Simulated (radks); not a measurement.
Mg1.75+, 10.25 electrons, occupied as [Ne] 3s(up 0.25, down 0) (fractional occupations, a model configuration). Method: scalar-relativistic Kohn-Sham, r2SCAN, spin-polarised, spherical densities, finite nucleus; meta-GGA in the generalised Kohn-Sham scheme; Fermi nuclear charge, rms radius 3.057 fm; computed with a radial shooting solver on a logarithmic mesh with Libxc functionals. Some entries of the table are withheld. Estimate them.

| orbital | occ. | eigenvalue (eV) | <r^2> (bohr^2) |
|---|---|---|---|
| 1s up | 1 | (1) | 0.02299 |
| 1s down | 1 | (2) | 0.02299 |
| 2s up | 1 | -100.0869 | (3) |
| 2s down | 1 | -100.0671 | (4) |
| 2p up | 3 | (5) | 0.5960 |
| 2p down | 3 | (6) | 0.5937 |
| 3s up | 0.25 | -16.5660 | 8.066 |

Answer. 
(1) 1s up eigenvalue (eV): -1286.336
(2) 1s down eigenvalue (eV): -1286.313
(3) 2s up <r^2> (bohr^2): 0.5769
(4) 2s down <r^2> (bohr^2): 0.5775
(5) 2p up eigenvalue (eV): -65.1732
(6) 2p down eigenvalue (eV): -65.1289
